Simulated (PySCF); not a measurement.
CH5F3Si2, SMILES F[Si@H]([SiH](F)F)C. The structure is a stationary point at PBE-D3(BJ)/def2-SVP. The structure was generated by enumeration; whether it is a known compound was not checked. The values are those of a single conformer.

Computed equilibrium geometry at PBE-D3(BJ)/def2-SVP (PySCF confirms it by a frequency run) as Cartesian coordinates in Å (one conformer of several):
```xyz
11

C     -2.1985     0.8837    -0.6889
Si    -0.9696    -0.5008    -0.3937
F     -1.5727    -1.5572     0.7204
Si     1.0421     0.3682     0.4635
F      1.4785     1.5744    -0.5586
F      2.2289    -0.7558     0.4198
H     -3.1426     0.4932    -1.1197
H     -2.4383     1.4198     0.2512
H     -1.7653     1.6150    -1.4028
H     -0.6987    -1.2657    -1.6598
H      1.0093     0.9381     1.8516
```
Charge 0, spin multiplicity 1.
